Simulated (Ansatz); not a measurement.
Total energies of SiMe(OAc)3 (C7H12O6Si) from Ansatz at PBE0-D4/def2-SVP, gas phase (1 Eh = 27.2114 eV = 2625.5 kJ/mol). The reference geometry is relaxed at PBE-D4/def2-SVP.

```xyz
26

Si    0.4192    0.6086    0.1138
C     1.8438    1.6779    0.5993
H     1.9177    2.5555   -0.0732
H     2.7791    1.0891    0.5296
H     1.6990    2.0310    1.6380
O    -1.0926    1.4121    0.0871
C    -1.5717    1.9943    1.2235
C    -2.9499    2.5681    1.0222
O    -0.9353    2.0238    2.2602
H    -3.2857    3.0766    1.9421
H    -3.6537    1.7527    0.7600
H    -2.9464    3.2738    0.1681
O     0.1339   -0.7387    1.1217
C     0.9959   -1.7910    1.0498
C     0.4611   -3.0090    1.7481
O     2.0532   -1.7161    0.4477
H     1.2466   -3.7799    1.8273
H    -0.3848   -3.3977    1.1441
H     0.0589   -2.7457    2.7451
O     0.6350    0.1707   -1.5132
C     0.1228   -0.9391   -2.1266
C     0.6602   -1.0805   -3.5272
O    -0.6451   -1.7051   -1.5823
H     0.1390   -1.8995   -4.0518
H     1.7453   -1.3036   -3.4714
H     0.5545   -0.1282   -4.0820
```

```csv
state,geometry,energy (Eh)
charge 0 singlet,reference,-1013.48978
charge 1 doublet,reference,-1013.13458
free Si atom (triplet),–,-289.15194
free C atom (triplet),–,-37.76066
free H atom (doublet),–,-0.50029
free O atom (triplet),–,-74.92490
```

(1) Work out the vertical ionisation energy to the doublet.

(2) What is the binding energy per atom against free atoms?

(1) E(charge 1 doublet) − E(charge 0 singlet) = -1013.13458 − (-1013.48978) = 0.35520 Eh = 9.67 eV. For comparison, −ε of the highest occupied level is 8.00 eV at this level, 1.67 eV less.

(2) Atoms: 1 × (-289.15194) + 7 × (-37.76066) + 12 × (-0.50029) + 6 × (-74.92490) = -1009.02944 Eh. Binding: -1009.02944 − (-1013.48978) = 4.46034 Eh = 121.37 eV, or 4.67 eV for each of 26 atoms (no zero-point energy, no counterpoise term).
